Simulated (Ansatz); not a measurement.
Question: Predict a relaxed structure of [MnF6]2- (MnF6²⁻), charge -2, quartet, at PBE-D4/def2-SVPD (Ansatz).

Answer: 
```xyz
7

Mn    0.000    0.000    0.000
F    -1.200   -1.094   -0.905
F     1.200    1.094    0.905
F    -0.308   -0.956    1.564
F     0.308    0.956   -1.564
F    -1.386    1.160    0.436
F     1.386   -1.160   -0.436
```
Point group Oh (tolerance 0.1 Å). The metal has 6 neighbours: F 1.86 Å, F 1.86 Å, F 1.86 Å, F 1.86 Å, F 1.86 Å, F 1.86 Å. This is one stationary point.

A multiply charged anion in the gas phase is held together partly by the finite basis. The highest occupied level of the charge -2 quartet lies above zero (up to 2.64 eV). The electron is either unbound and held by the finite basis, or the level is raised by self-interaction error.
